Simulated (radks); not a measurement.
The numbers below are computed, except where a source is named.
Question: Ionisation of neutral lutetium, [Xe] 4f14 5d1 6s2, to [Xe] 4f14 6s2 as the strength of local exchange is varied. Code: a radial shooting solver on a logarithmic mesh with Libxc functionals. Model: scalar-relativistic Kohn-Sham, Slater X-alpha exchange (alpha = 2/3 is LDA exchange), no correlation, spin-polarised, spherical densities, finite nucleus; open shells are filled with parallel spins first (spin-orbit coupling, left out, can overturn this in heavy ions); Fermi nuclear charge, rms radius 5.37 fm.

| alpha | E(Lu) (hartree) | exchange (hartree) | IE (eV) | -e of the level emptied (eV) | <r> of it (bohr) |
|---|---|---|---|---|---|
| 0.592 | -14513.4890 | -251.5288 | 3.924 | 0.812 (5d) | 3.238 |
| 0.633 | -14530.9999 | -269.3132 | 4.264 | 1.051 (5d) | 3.097 |
| 0.667 | -14545.5391 | -284.0964 | 4.558 | 1.266 (5d) | 2.997 |
| 0.69 | -14555.3837 | -294.1148 | 4.761 | 1.420 (5d) | 2.936 |
| 0.767 | -14588.3956 | -327.7604 | 5.474 | 1.977 (5d) | 2.764 |
| 0.779 | -14593.5478 | -333.0185 | 5.589 | 2.070 (5d) | 2.741 |
| 0.908 | -14649.0609 | -389.7920 | 6.892 | 3.150 (5d) | 2.528 |
| x | -14536.9847 | -275.3966 | 4.384 | 1.138 (5d) | 3.054 |

Which alpha was used in the last row?

Answer: alpha = 0.647. NIST Atomic Spectra Database: 5.426 eV (measured). The Delta-SCF value meets it near alpha = 0.76. Open shells are spherical and high-spin; term and fine-structure splittings are not resolved. Spin-orbit splitting is averaged out at the scalar-relativistic level.
